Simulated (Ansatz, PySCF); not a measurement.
Dissociation curve of NaBr, singlet.

Levels of theory: UKS-B3LYP/6-31G* = PySCF 2.14.0 with unrestricted B3LYP/6-31G*, spherical d; UKS-BP86/6-31G* = unrestricted BP86/6-31G*, spherical d in PySCF; RKS-BP86/6-31G* = restricted BP86/6-31G*, spherical d (PySCF); FCI = Ansatz (a program for electronic structure) with full CI/cc-pVDZ, cores with 3d frozen.

Energies relative to the lowest point of each curve near equilibrium, in kJ/mol; the last columns give the difference from FCI:

```tsv
R / Å	UKS-B3LYP/6-31G*	UKS-BP86/6-31G*	RKS-BP86/6-31G*	FCI	UKS-B3LYP/6-31G* − FCI	UKS-BP86/6-31G* − FCI	RKS-BP86/6-31G* − FCI
2.02	130.0	131.6	131.6	153.3	-23.2	-21.6	-21.6
2.13	67.1	68.8	68.8	81.9	-14.8	-13.1	-13.1
2.25	27.2	28.6	28.6	35.4	-8.2	-6.8	-6.8
2.39	5.2	5.9	5.9	8.4	-3.2	-2.4	-2.4
2.47	0.7	0.9	0.9	1.8	-1.1	-0.9	-0.9
2.51	0.0	0.0	0.0	0.2	-0.2	-0.2	-0.2
2.59	1.3	0.7	0.7	0.0	1.3	0.7	0.7
2.66	4.6	3.6	3.6	2.3	2.3	1.3	1.3
2.77	12.9	11.3	11.3	9.4	3.6	1.9	1.9
2.92	28.3	25.7	25.7	23.8	4.5	1.9	1.9
3.05	43.7	40.3	40.3	39.0	4.6	1.2	1.2
3.34	80.2	75.2	75.2	77.1	3.0	-1.9	-1.9
3.73	126.7	119.9	119.9	128.9	-2.2	-9.0	-9.0
4.07	161.7	153.4	153.4	170.3	-8.6	-16.9	-16.9
4.59	203.8	192.7	193.3	224.4	-20.6	-31.7	-31.1
5.01	226.1	213.5	216.4	259.8	-33.7	-46.3	-43.4
5.50	243.7	229.8	236.0	292.5	-48.8	-62.7	-56.5
6.13	258.4	243.0	253.0	321.3	-62.9	-78.3	-68.3
6.89	269.5	252.7	—	332.2	-62.8	-79.6	—
7.50	275.3	257.7	—	333.3	-58.1	-75.6	—
```

UKS-B3LYP/6-31G* is furthest from FCI at 6.13 (-62.9 kJ/mol, below); its mean absolute difference over the points is 18.4 kJ/mol.

UKS-BP86/6-31G* is furthest from FCI at 6.89 (-79.6 kJ/mol, below); its mean absolute difference over the points is 22.7 kJ/mol.

RKS-BP86/6-31G* is furthest from FCI at 6.13 (-68.3 kJ/mol, below); its mean absolute difference over the points is 15.5 kJ/mol.

A dash means that the run gave no value there, or that the column was ended at a point which the program doubted or which failed a test of continuity chosen for this set; such a test can also cut sound points.

The unrestricted determinant behind UKS-B3LYP/6-31G*, UKS-BP86/6-31G* is spin-contaminated at 4.59 to 7.50 Å (<S²> up to 0.5, against 0.00 for a pure singlet). The restricted form behind RKS-BP86/6-31G* keeps the bonding electrons paired and can't separate into open-shell fragments.
